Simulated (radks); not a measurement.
Spherical quantum dot in the effective-mass picture: electrons in a parabolic well V = omega^2 r^2 / 2 with omega = 0.738, all in effective atomic units (hartree* = m*/eps^2 hartree, bohr* = eps/m* bohr), one dielectric constant everywhere. Calculated with a radial shooting solver with Libxc functionals: non-relativistic Kohn-Sham, PBEsol, spin-polarised, spherical densities. Levels are named by radial order and angular momentum (1s, 1p, 1d, 2s, ...), and open shells are averaged over m. Each electron was tried in the lowest free levels, single moves between levels near the top were tried too, and the lowest total energy was kept; such a search can miss a lower state. The series stops at N = 37: beyond it a trial failed or the search could not be trusted, so later rows were left out. At N = 1 the Hartree and exchange-correlation terms need not cancel, so that row can carry a self-interaction error.

\begin{tabular}{lrrrrrr}
N & open shells & 2S & mu = E(N) - E(N-1) (hartree*) & addition energy mu(N+1) - mu(N) (hartree*) & e(HOMO) (hartree*) & rms radius (bohr*) \\ \hline
1 & 1s(up 1, down 0) & 1 & 1.1214 & 0.6174 & 1.3640 & 1.433 \\
2 & none & 0 & 1.7387 & 1.051 & 1.9661 & 1.537 \\
3 & 1p(up 1, down 0) & 1 & 2.7894 & 0.3939 & 2.9844 & 1.737 \\
4 & 1p(up 2, down 0) & 2 & 3.1833 & 0.3968 & 3.3824 & 1.856 \\
5 & 1p(up 3, down 0) & 3 & 3.5802 & 0.4975 & 3.7769 & 1.945 \\
6 & 1p(up 3, down 1) & 2 & 4.0776 & 0.3546 & 4.2533 & 2.025 \\
7 & 1p(up 3, down 2) & 1 & 4.4322 & 0.3581 & 4.6115 & 2.093 \\
8 & none & 0 & 4.7903 & 0.8297 & 4.9684 & 2.155 \\
9 & 1d(up 1, down 0) & 1 & 5.6200 & 0.3160 & 5.7781 & 2.237 \\
10 & 1d(up 2, down 0) & 2 & 5.9359 & 0.3144 & 6.0935 & 2.307 \\
11 & 1d(up 3, down 0) & 3 & 6.2504 & 0.3117 & 6.4067 & 2.370 \\
12 & 1d(up 4, down 0) & 4 & 6.5620 & 0.3083 & 6.7168 & 2.427 \\
13 & 1d(up 5, down 0) & 5 & 6.8704 & 0.3885 & 7.0234 & 2.480 \\
14 & 1d(up 5, down 1) & 4 & 7.2588 & 0.2897 & 7.4037 & 2.530 \\
15 & 1d(up 5, down 2) & 3 & 7.5485 & 0.2890 & 7.6932 & 2.577 \\
16 & 1d(up 5, down 3) & 2 & 7.8375 & 0.2873 & 7.9815 & 2.622 \\
17 & 1d(up 5, down 4) & 1 & 8.1248 & 0.2850 & 8.2677 & 2.664 \\
18 & none & 0 & 8.4098 & 0.3586 & 8.5514 & 2.704 \\
19 & 2s(up 1, down 0) & 1 & 8.7684 & 0.3255 & 8.9117 & 2.744 \\
20 & none & 0 & 9.0938 & 0.5483 & 9.2339 & 2.782 \\
21 & 1f(up 1, down 0) & 1 & 9.6422 & 0.2594 & 9.7721 & 2.825 \\
22 & 1f(up 2, down 0) & 2 & 9.9016 & 0.2579 & 10.031 & 2.866 \\
23 & 1f(up 3, down 0) & 3 & 10.160 & 0.2562 & 10.288 & 2.905 \\
24 & 1f(up 4, down 0) & 4 & 10.416 & 0.2544 & 10.543 & 2.943 \\
25 & 1f(up 5, down 0) & 5 & 10.670 & 0.2527 & 10.797 & 2.979 \\
26 & 1f(up 6, down 0) & 6 & 10.923 & 0.2508 & 11.049 & 3.013 \\
27 & 1f(up 7, down 0) & 7 & 11.174 & 0.3124 & 11.298 & 3.047 \\
28 & 1f(up 7, down 1) & 6 & 11.486 & 0.2426 & 11.607 & 3.079 \\
29 & 1f(up 7, down 2) & 5 & 11.729 & 0.2415 & 11.850 & 3.111 \\
30 & 1f(up 7, down 3) & 4 & 11.970 & 0.2402 & 12.090 & 3.142 \\
31 & 1f(up 7, down 4) & 3 & 12.210 & 0.2389 & 12.330 & 3.172 \\
32 & 1f(up 7, down 5) & 2 & 12.449 & 0.2376 & 12.568 & 3.201 \\
33 & 1f(up 7, down 6) & 1 & 12.687 & 0.2362 & 12.805 & 3.230 \\
34 & none & 0 & 12.923 & 0.3424 & 13.041 & 3.258 \\
35 & 2p(up 1, down 0) & 1 & 13.265 & 0.2358 & 13.383 & 3.286 \\
36 & 2p(up 2, down 0) & 2 & 13.501 & 0.2354 & 13.619 & 3.313 \\
37 & 2p(up 3, down 0) & 3 & 13.737 & - & 13.854 & 3.340 \\
\end{tabular}

All shells are closed at N = 2, 8, 18, 20, 34 (there: 1s2 1p6 1d10 2s2 1f14); the second difference of the energy has clear peaks (12 % above both neighbours; the first and last values, which can be the largest, are not judged, and half-filled shells can peak too) at N = 2, 5, 8, 13, 20, 27, 34.
